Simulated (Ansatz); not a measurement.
Cost and result up the ladder for the cluster Be4Te4 (8 atoms). Charge 0, multiplicity 1. Geometry: B3LYP-D4/def2-SVP.

```xyz
8

Be    0.636   -1.743   -0.786
Be   -0.635    1.745    0.788
Be    1.363    0.997   -1.103
Be   -1.362   -0.998    1.103
Te   -0.035    2.750   -1.123
Te   -1.196    0.621    2.646
Te   -1.439   -2.548   -0.515
Te    2.668   -0.824   -1.010
```

Ansatz on 4 threads of Arm Neoverse V2 on a shared host. Times are rough, and most runs start from the orbitals of an earlier one. PBE0-D4/def2-TZVP serves as the yardstick here, not as an exact answer. Differences are given only for rows in sets of like size (and for xTB, whose basis is part of the method), since another set adds its own error. Binding counts from free atoms at the same level (Be singlet, Te triplet; other spins of the atoms weren't run), without zero-point energy or a counterpoise term.

In the def2 sets Te takes a core potential; there is no spin–orbit coupling. Correlated methods freeze 16 core orbitals; core or outer-core shells of Te are correlated, in sets that lack core-valence functions. The rows differ in basis, and correlated rows in double-zeta sets carry the largest basis error. Another isomer (singlet) lies 1.17 eV lower at PBE0-D4/def2-TZVP; other spin states weren't run for this one.

Correlated methods converge slowly with the basis, most of all in double-zeta sets.

```csv
level,functions,wall time
LDA (SPW92)/def2-TZVP,276,2.2 s
PBE-D4/def2-TZVP (with forces),276,4.5 s
PBE0-D4/def2-TZVP,276,8.5 s
r2SCAN-D4/def2-TZVP,276,8.5 s
PBE-QIDH/def2-TZVP,276,15 s
CCSD(T)/def2-SVP,140,63 s
```

**Question.** Estimate what each level gives for the binding energy per atom (eV).

**Answer.** 
| level | binding energy per atom (eV) | difference from PBE0-D4/def2-TZVP (eV) |
| --- | --- | --- |
| LDA (SPW92)/def2-TZVP | 3.27 | 0.42 |
| PBE-D4/def2-TZVP (with forces) | 2.90 | 0.05 |
| PBE0-D4/def2-TZVP | 2.85 | 0.00 |
| r2SCAN-D4/def2-TZVP | 2.87 | 0.02 |
| PBE-QIDH/def2-TZVP | 2.80 | -0.05 |
| CCSD(T)/def2-SVP | 2.23 | – |
